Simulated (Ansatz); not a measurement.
Reaction (cleavage of the Si–Si bond): `O[SiH2][SiH3]` + `CC(O)=S` → `CC(=S)O[SiH2]O` + SiH₄

Computed with Ansatz on PBE0-D4/def2-TZVP structures; ΔE is electronic, products minus reactants. CCSD(T)/CBS is the MP2 limit (def2-TZVPP, def2-QZVPP) plus CCSD(T) − MP2 in def2-TZVPP, frozen cores. This one scheme is used for every species. DFT in def2-TZVPP. B3LYP here is the variant with VWN-RPA as its local correlation; programs differ in this. Each species was taken in one conformer, which may not be the lowest.

| level | ΔE (kcal/mol) |
| --- | --- |
| B3LYP-D4 | -20.6 |
| ωB97M-V | -21.0 |
| B3LYP | -19.0 |
| MP2/CBS(def2) | -22.5 |

**Question.** What does CCSD(T)/CBS give? (An estimate is asked.)

**Answer.** Ansatz gave: -20.7 kcal/mol. The listed levels differ from it by 0.1, -0.3, 1.7, -1.8 kcal/mol.

Largest T1 diagnostic among the species: 0.017.

In def2-TZVPP, CCSD(T) changes the Hartree–Fock value by +2.7 kcal/mol (the triples alone add +0.3 kcal/mol) and MP2 by +0.9 kcal/mol. From PBE to PBE0 (25 % exact exchange), in def2-TZVPP and without D4, ΔE moves by −1.8 kcal/mol.
